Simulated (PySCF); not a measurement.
Level of theory: TPSSh-D3(BJ)/def2-TZVP // PBE-D3(BJ)/def2-SVP in PySCF 2.14.0. Isolated molecules, 0 K electronic values unless said otherwise. 

Reference species: [Cd(Cl)(Br)] (neutral, multiplicity 1).

| Quantity | Result |
|---|---|
| mean distance from the central atom to its bonded neighbours | 2.353 Å |
| LUMO | -2.74 eV |
| charge on the central atom (Mulliken) | 0.77 e |
| coordination number | 2 |

Changed species: [Cd(Cl)2] (0 of 2 Cl replaced by Br; the reference has 1 of 2 Cl replaced by Br).

Q: Give the shifts of the mean distance from the central atom to its bonded neighbours, LUMO, charge on the central atom (Mulliken) and coordination number.

A: the mean distance from the central atom to its bonded neighbours decreases by 0.065 Å, to 2.288 Å; the LUMO rises by 0.03 eV, to -2.71 eV; the charge on the central atom (Mulliken) rises by 0.04 e, to 0.81 e; the coordination number stays essentially unchanged.
